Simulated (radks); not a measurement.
Values are calculated unless marked as measured or tabulated.
Os4+, 72 electrons, occupied as [Xe] 4f14 5d4. Level of theory: Dirac Kohn-Sham, exchange-only B88, spin-unpolarised, spherical densities, finite nucleus; open shells fill j = l - 1/2 first; Fermi nuclear charge, rms radius 5.4126 fm (a radial shooting solver on a logarithmic mesh with Libxc functionals).

Unscreened Slater integrals over Kohn-Sham orbitals (eV). Large and small components are both included. Empty in this configuration: 5d5/2.

integral          value
F0(5d3/2,5d3/2)  16.057
F2(5d3/2,5d3/2)  8.4627
F0(5d3/2,5p3/2)  17.912
F2(5d3/2,5p3/2)  9.1089
G1(5d3/2,5p3/2)  11.190
G3(5d3/2,5p3/2)  6.9454
F0(5d3/2,4f7/2)  20.520
F2(5d3/2,4f7/2)  5.0445
G3(5d3/2,4f7/2)  1.6667
G5(5d3/2,4f7/2)  1.3159
F0(5d3/2,4f5/2)  20.551
F2(5d3/2,4f5/2)  4.9762
G1(5d3/2,4f5/2)  1.7800
G3(5d3/2,4f5/2)  1.6231
F0(5d3/2,5d5/2)  15.851
F2(5d3/2,5d5/2)  8.3524
G2(5d3/2,5d5/2)  8.3437
G4(5d3/2,5d5/2)  5.5627
F0(5p3/2,5p3/2)  20.752
F2(5p3/2,5p3/2)  11.217
F0(5p3/2,4f7/2)  25.497
F2(5p3/2,4f7/2)  7.9517
G2(5p3/2,4f7/2)  3.2032
G4(5p3/2,4f7/2)  2.6599
F0(5p3/2,4f5/2)  25.554
F2(5p3/2,4f5/2)  7.8649
G2(5p3/2,4f5/2)  3.1055
G4(5p3/2,4f5/2)  2.5911
F0(5p3/2,5d5/2)  17.611
F2(5p3/2,5d5/2)  8.8566
G1(5p3/2,5d5/2)  10.725
G3(5p3/2,5d5/2)  6.6584
F0(4f7/2,4f7/2)  44.678
F2(4f7/2,4f7/2)  21.863
F4(4f7/2,4f7/2)  13.849
F6(4f7/2,4f7/2)  10.002
F0(4f7/2,4f5/2)  44.994
F2(4f7/2,4f5/2)  22.016
F4(4f7/2,4f5/2)  13.946
G2(4f7/2,4f5/2)  21.920
G4(4f7/2,4f5/2)  13.889
G6(4f7/2,4f5/2)  10.031
F0(4f7/2,5d5/2)  20.051
F2(4f7/2,5d5/2)  4.7971
F4(4f7/2,5d5/2)  2.2632
G1(4f7/2,5d5/2)  1.6950
G3(4f7/2,5d5/2)  1.5519
G5(4f7/2,5d5/2)  1.2294
F0(4f5/2,4f5/2)  45.317
F2(4f5/2,4f5/2)  22.176
F4(4f5/2,4f5/2)  14.049
F0(4f5/2,5d5/2)  20.080
F2(4f5/2,5d5/2)  4.7314
F4(4f5/2,5d5/2)  2.2189
G1(4f5/2,5d5/2)  1.6334
G3(4f5/2,5d5/2)  1.5071
G5(4f5/2,5d5/2)  1.1965
F0(5d5/2,5d5/2)  15.655
F2(5d5/2,5d5/2)  8.2569
F4(5d5/2,5d5/2)  5.5044
